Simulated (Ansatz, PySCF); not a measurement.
Noncovalent pair: GeH4 (SMILES [GeH4]) (first 5 atoms) with CH6Si (SMILES C[SiH3]); geometry from B3LYP-D3(BJ)/def2-TZVP.
(charge 0, multiplicity 1):
```xyz
13

Ge     0.18698    -0.15006     0.20539
H      0.70287    -1.19527     1.20463
H      0.86881    -0.35826    -1.15467
H      0.49695     1.25767     0.73187
H     -1.33267    -0.31166     0.04504
C     -1.28045     0.33081     3.90958
Si     0.47073    -0.06941     4.45227
H     -1.44304     1.40974     3.88471
H     -2.00571    -0.10428     4.59972
H     -1.48842    -0.06508     2.91448
H      1.46072     0.58616     3.56518
H      0.70768    -1.53280     4.41614
H      0.70074     0.40729     5.83829
```

Counterpoise-corrected where a basis set is named; no monomer relaxation.

Correlated levels freeze the cores. Filled d and f shells under p-block atoms count as core. Rows in 6-31G* carry no dispersion term and start afresh at each structure (6-31G* with six Cartesian d functions); the Pople sets are all-electron and without relativity. MP2/6-31G* freezes PySCF's default core, which leaves 3d correlated.

Programs: Ansatz (an electronic-structure program) with Gaussian orbitals; PySCF for 6-31G* rows, the dispersion terms. Each number belongs to the level named beside it.

Task: Estimate the interaction energy that r2SCAN-D4/def2-TZVPPD returns for this input.

Result: -0.9 kcal/mol
